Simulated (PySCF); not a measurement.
# What settings do to a single point of Gd(SH)3

The sound run of Gd(SH)3 (singlet in the valence; each metal's 4f electrons, 7 of them, lie in its core potential, out of spins and levels) uses PySCF 2.14.0, RKS PBE0, Gd lcecp-1-SVP with ECP53, S def2-SVP, H def2-SVP; non-relativistic Hamiltonian with scalar-relativistic core potentials where named; density fitting; no spin-orbit coupling, grid (50, 194), threshold 1e-8 Eh and 55 cycles, at the relaxed geometry:

```xyz
7

Gd    0.0000    0.0000    0.9343
S     2.5681    0.4113    0.9624
H     2.8945   -0.9036    0.9544
S    -1.6402    2.0184    0.9624
H    -0.6647    2.9585    0.9544
S    -0.9278   -2.4297    0.9624
H    -2.2298   -2.0549    0.9544
```

There Gd1 has a Mulliken charge of 0.85 e and the dipole about the centre of mass is 0.19 D. Each run below changes one thing and starts from free metal ions and neutral atoms unless it says otherwise; with 55 cycles, smearing, a level shift and second-order steps follow where DIIS fails, and their cycles count. Energy shifts count from the sound run. On f atoms grids over 110 angular points are at least (60, 302).

```
                                                       change    outcome  cycles  energy shift (eV)  largest force component (eV/Å)  charge on Gd1 (e)  dipole about the centre of mass (D)
                                       all coordinates × 1.05  converged       9               0.40                            1.75               0.93                                 0.20
                                              threshold 1e-06  converged       7             0.0000                            0.01               0.85                                 0.19
start from a density of up to 30 smeared cycles (not counted)  converged       6             0.0000                            0.01               0.85                                 0.19
```

(1) How does the run with this change end: spin (2S) set to 12, limit 91 cycles?

Unsound on purpose, so not properties of the compound: spin (2S) set to 12, limit 91 cycles.

Forces carry noise of the integration grid, about 0.01 to 0.03 eV/Å.

An lcecp potential fixes the number of 4f electrons, so in runs with it no electron can move into or out of that shell.

Results:

(1) outcome converged, cycles 12, energy shift (eV) 31.66, largest force component (eV/Å) 5.16, charge on Gd1 (e) -1.35, dipole about the centre of mass (D) 0.20.
